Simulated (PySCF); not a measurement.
Isomers of C5H11OP. Computed with TDDFT B3LYP/def2-SVPD, vertical, gas phase, core orbitals frozen in the response in PySCF. Geometries: GFN2-xTB; one conformer of each isolated species. Triplets are in the Tamm–Dancoff approximation. 'Strongest' means the level of largest summed f among the lowest 8 singlets; it needn't be the same kind of state in each.

Problem. Rank by computed HOMO energy, highest first.
A. `C=CP(C)COC`
B. `C=C[P@@H](=O)CCC`
C. `C=CCP(C)(C)=O`
D. `C/C=P\CCCO`
E. `O=[PH]1CCCCC1`

Solution. A (-6.51 eV), D (-6.77 eV), C (-7.02 eV), E (-7.23 eV), B (-7.53 eV).

```
          SMILES  HOMO (eV)  T1 (eV)  f (strongest)  LUMO (eV)  α (au)  gap (eV)    S1 mainly
      C=CP(C)COC      -6.51     4.44           0.21      -0.35    95.5      6.16    H→L (99%)
      C/C=P\CCCO      -6.77     2.88           0.20      -1.50    94.0      5.28  H-1→L (97%)
   C=CCP(C)(C)=O      -7.02     4.32           0.13      -0.53    88.0      6.48    H→L (90%)
   O=[PH]1CCCCC1      -7.23     6.43           0.03       0.13    81.9      7.36    H→L (95%)
C=C[P@@H](=O)CCC      -7.53     4.46           0.24      -0.88    87.8      6.65    H→L (59%)
```

H and L stand for HOMO and LUMO.
